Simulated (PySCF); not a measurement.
Compound: C₄H₈OSi₂.
Cartesian coordinates in Å at the PBE0-D3(BJ)/def2-SVP level; atoms count from 1:
```xyz
15
C4H8OSi2 angstrom
O     -2.4390    1.5013   -0.2625
Si    -1.3767    0.2989   -0.7331
C     -1.1371   -0.9655    0.6265
C      0.0462   -1.3230    1.1632
Si     1.7046   -0.6256    0.6428
C      1.4726    0.6690   -0.6906
C      0.2828    1.0154   -1.2200
H     -2.1610    2.0326    0.4896
H     -2.0482   -0.3184   -1.9104
H     -2.0471   -1.4458    1.0184
H      0.0496   -2.0789    1.9632
H      2.5925   -1.7236    0.1430
H      2.3982   -0.0223    1.8260
H      2.3771    1.1729   -1.0636
H      0.2727    1.7919   -2.0007
```

Computed with PySCF at PBE0/pcSseg-1 and wB97X-D/def2-SVPD, non-relativistic, on one gas-phase PBE0-D3(BJ)/def2-SVP geometry that isn't relaxed in the solvent. The solvent is an IEF-PCM continuum (cavity from Bondi-type radii × 1.2). Only the electrostatic response of the medium enters.

Gas phase at PBE0/pcSseg-1: HOMO -7.86 eV, LUMO -1.31 eV, dipole 1.49 D.

Problem. What does the continuum do to the energy, the frontier levels and the dipole at PBE0/pcSseg-1 in chloroform and water?

Solution. 
```csv
solvent,ε,E(solvent) − E(gas) (kcal/mol),polarisation term (kcal/mol),distortion of the solute (kcal/mol),HOMO (eV),LUMO (eV),dipole (D)
chloroform,4.711,-3.53,-3.76,0.23,-7.75,-1.23,1.78
water,78.36,-5.04,-5.53,0.49,-7.72,-1.21,1.94
```

Polarisation term: ½ Σ q·V over the induced surface charges. Distortion: the rise of the solute's own energy as its density leaves the gas-phase optimum. From chloroform to water the lowering changes by a factor 1.43, Onsager's factor (ε − 1)/(2ε + 1) by 1.38 and ε itself by 16.6.

Problem. Which radius a makes the point-dipole formula ΔE = −[(ε − 1)/(2ε + 1)]·μ²/a³ give the value in water, with the gas-phase dipole?

Solution. μ = 0.585 au and |ΔE| = 0.00803 Eh give a = 1.46 Å; the farthest nucleus lies 3.12 Å from the centroid of the nuclei, so such a sphere wouldn't even hold the nuclei. The formula assumes a rigid point dipole at the centre of a sphere.

Problem. Give the dipole vector in the frame of the coordinates (D, pointing from negative to positive charge), gas and water.

Solution. Gas (1.02, 0.28, 1.04), solvent (1.33, 0.37, 1.36). Its length changes by +30 % and its direction by less than 1°.

Problem. Which ESP-fitted charges (PBE0/pcSseg-1) respond most in chloroform (means over atoms taken as equivalent)?

Solution. 
```csv
atoms,environment,gas (e),solvent (e),change
O1,silanol oxygen,-0.759,-0.803,-0.044
H8,hydroxyl hydrogen,+0.446,+0.477,+0.031
Si2,oxygen-bound silicon,+0.972,+0.998,+0.026
Si5,SiH2 silicon,+0.342,+0.357,+0.015
H9,Si–H hydrogen,-0.155,-0.168,-0.013
C4/C6,alkene CH carbon,-0.133,-0.145,-0.012
H11/H14,vinylic hydrogen,+0.135,+0.145,+0.010
C3/C7,alkene CH carbon,-0.530,-0.540,-0.010
H10/H15,vinylic hydrogen,+0.197,+0.205,+0.008
H12,Si–H hydrogen,-0.089,-0.095,-0.006
H13,Si–H hydrogen,-0.094,-0.096,-0.002
```

Gas phase at wB97X-D/def2-SVPD: HOMO -9.69 eV, LUMO 0.45 eV, dipole 1.42 D.

Problem. What does the continuum do to the energy, the frontier levels and the dipole at wB97X-D/def2-SVPD in chloroform?

Solution. 
```
   solvent      ε  E(solvent) − E(gas) (kcal/mol)  polarisation term (kcal/mol)  distortion of the solute (kcal/mol)  HOMO (eV)  LUMO (eV)  dipole (D)
chloroform  4.711                           -3.40                         -3.70                                 0.30      -9.58       0.53        1.75
```

Problem. How does the static polarisability (wB97X-D/def2-SVPD, frozen core, with the continuum's full static response) change?

Solution. 
```tsv
medium	isotropic (au)	principal values (au)	⟨r²⟩ of the electrons (bohr²)
gas	99.1	75.4, 94.4, 127.4	1154.3
chloroform	125.2	94.8, 117.3, 163.4	1154.3
```

The isotropic value in chloroform is 1.26 times the gas-phase one; no cavity-field correction is applied. ⟨r²⟩ is taken about the centre of nuclear charge.

Note: wB97X-D ran without an empirical dispersion term, which enters the total energy and its gradient alone.
